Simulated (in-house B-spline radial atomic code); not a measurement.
## Si4+: [He] 2s2 2p6 (with a hole in an inner shell)

Method: Dirac-Hartree-Fock, average of configuration, Fermi nucleus of rms radius 3.1224 fm. Calculated with a B-spline radial code for spherical atoms.

Z_r = [3n² - l(l+1)]/(2<r>); Z_e = n√(-2ε); the last column is Slater's effective charge. Values are occupation-weighted means over j.

| shell | electrons | ε (eV) | <r> (bohr) | Z_r | Z_e | Slater |
| --- | --- | --- | --- | --- | --- | --- |
| 1s | 2 | -1932.2 | 0.111 | 13.51 | 11.92 | 13.70 |
| 2s | 2 | -220.52 | 0.5596 | 10.72 | 8.05 | 9.85 |
| 2p | 6 | -168.55 | 0.5301 | 9.43 | 7.04 | 9.85 |

The least bound orbital is 2p3/2 at -168.3 eV, while the most diffuse is 2s1/2 (<r> = 0.5596 bohr against 0.5307 bohr): energy order and size order differ.

Spin-orbit splittings of the orbital energies (j = l + 1/2 above j = l - 1/2 when positive): 2p 0.6918 eV.

For the 1s electron the small component carries 0.246 % of the norm, the zero-frequency Breit interaction raises the level by 1.122 eV, self-energy by 0.4789 eV, and vacuum polarisation lowers it by 0.02973 eV.
